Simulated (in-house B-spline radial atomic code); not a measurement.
Ionising Gd²⁺ with different functionals

Computed with a B-spline radial code for spherical atoms: scalar-relativistic (spin-free X2C) Hamiltonian, Fermi nucleus of rms radius 5.1569 fm, spin-polarised at highest spin, spherical fractional occupations for the functionals, the average over the highest-spin determinants for Hartree-Fock. The ionisation energy is the difference of two self-consistent energies, [Xe] 4f7 5d1 → [Xe] 4f7, without Breit or QED terms; ε is the level of the shell that loses the electron (its least bound occupied spin orbital). There is no spin-orbit coupling in this Hamiltonian.

Hybrids are left out here: with spherical fractional occupations of an open shell their exact exchange keeps a self-interaction that integer-occupation calculations don't have.

| method | rung | ΔSCF (eV) | -ε(5d) (eV) |
| --- | --- | --- | --- |
| Hartree-Fock | Hartree-Fock | 19.45 | 19.75 |
| LDA VWN5 | LDA | 20.54 | 15.96 |
| LDA PW92 | LDA | 20.53 | 15.95 |
| LDA exchange-only | LDA | 19.42 | 14.94 |
| PBE | GGA | ? | ? |
| PBEsol | GGA | 20.32 | 15.74 |
| BLYP | GGA | 20.26 | 15.63 |
| RPBE | GGA | ? | ? |
| PW91 | GGA | 20.42 | 15.81 |
| BP86 | GGA | 20.36 | 15.81 |
| AM05 | GGA | 20.26 | 15.70 |
| OLYP | GGA | 20.24 | 15.55 |
| TPSS | meta-GGA | 20.19 | 15.59 |
| SCAN | meta-GGA | 20.20 | 15.68 |
| r2SCAN | meta-GGA | 20.00 | 15.54 |
| revTPSS | meta-GGA | 20.15 | 15.56 |

(1) What does RPBE give?

(2) What does PBE give?

(3) How do they compare with the NIST value?

Answers

(1) ΔSCF 20.28 eV, and -ε(5d) = 15.67 eV.

(2) ΔSCF 20.34 eV, and -ε(5d) = 15.76 eV.

(3) NIST lists 20.54 eV ± 0.03 (semi-empirical, ground level to ground level). Errors run from -1.12 to +0.00 eV; LDA VWN5 is closest (+0.00 eV), though others lie within the uncertainty of it, and part of that can be cancellation, since the calculations leave out spin-orbit coupling, Breit-QED terms, multiplet and fine-structure energies. Hartree-Fock also lacks correlation.
